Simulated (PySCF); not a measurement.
# One molecule, several mistakes: AlB2H6Si

Calculated results; nothing here was measured. They come from PySCF 2.14.0, an open-source quantum chemistry program, on an isolated molecule that a program drew, which may never have been made. The molecule is AlB2H6Si (charge 0, doublet), drawn as the SMILES string `[BH2][Al][BH][SiH3]`.

Each row is a Hartree-Fock (HF) and frozen-core CCSD(T) single point in the cc-pV(D+d)Z basis, meant for a local HF minimum. Run 1 is clean. Each other run has one planted mistake out of seven kinds, and not every kind appears here: one electron removed, one electron added, multiplicity raised by two, geometry at a saddle point, minimal basis STO-3G, one bond length entered in bohr, all coordinates scaled. The reference is restricted for singlets and unrestricted otherwise, and also for a bond in bohr. Adding or removing an electron swaps singlet and doublet. Electrons count all cores. HOMO and LUMO are orbital energies over both spins, the gradient is its largest component, and the lowest frequency (negative if imaginary) is given only where the gradient is small. Bond lengths are over the 9 bonds as drawn. T1 is the CCSD diagnostic: over 0.02 (restricted) or 0.045 (unrestricted) a single reference is doubtful.

Geometry of the clean run:
```xyz
10
AlB2H6Si, angstrom
B    -2.4443    4.0297   -1.6755
Al   -2.4287    2.0551   -0.9009
B    -1.3059    0.7663    0.3210
Si    0.1617   -0.4943   -0.3223
H    -1.9349    4.2947   -2.7322
H    -3.0324    4.9197   -1.1202
H    -1.6022    0.6753    1.4853
H    -0.2271   -1.9095   -0.0846
H     1.4133   -0.2226    0.4338
H     0.4744   -0.3542   -1.7689
```

```
run  electrons  basis functions  <S^2>  HOMO (eV)  LUMO (eV)  gradient (hartree/bohr)  lowest frequency (cm^-1)  mean bond (Å)  longest bond (Å)      T1  HF (hartree)  CCSD(T) (hartree)                          mistake
  1         43              104  0.815      -7.31       0.25                  7.7e-06                        59         1.5924             2.121  0.0311    -583.61310         -584.00665                         no fault
  2         43              104  0.820      -7.32       0.27                  1.8e-02                         -         1.6482             2.195  0.0316    -583.60484         -583.99921           all coordinates scaled
  3         43              104  1.486      -7.66       0.64                  1.2e-02                         -         1.8001             3.970  0.0533    -583.54142         -583.91016  one bond length entered in bohr
  4         44              104  0.000      -0.95       5.37                  1.8e-02                         -         1.5924             2.121  0.0369    -583.62212         -584.06861               one electron added
  5         42              104  0.000     -14.80      -5.94                  2.4e-02                         -         1.5924             2.121  0.0151    -583.37124         -583.74614                                ?
  6         43              104  3.818      -7.10      -1.30                  2.7e-02                         -         1.5924             2.121  0.0253    -583.52781         -583.92147                                ?
```

**Which mistake was planted in run 5, and what did it cost?**

It counts 42 electrons, one fewer than the clean run, at the same geometry and basis. So the mistake is: one electron removed. Subtracting run 1 and multiplying by 627.51 kcal/mol a hartree, the energy moved by 151.8 kcal/mol in HF and 163.5 kcal/mol in CCSD(T).

**Which mistake was planted in run 6, and what did it cost?**

Electrons, basis and geometry are unchanged, and <S^2> is 3.818, beside S(S+1) = 3.75 for a multiplicity of 4. So the mistake is: multiplicity raised by two. Subtracting run 1 and multiplying by 627.51 kcal/mol a hartree, the energy moved by 53.5 kcal/mol in HF and 53.5 kcal/mol in CCSD(T).

Cautions from the logs. Run 3: T1 is over the limit, so its CCSD(T) energy is less reliable; run 4: T1 is over the limit, so its CCSD(T) energy is less reliable.
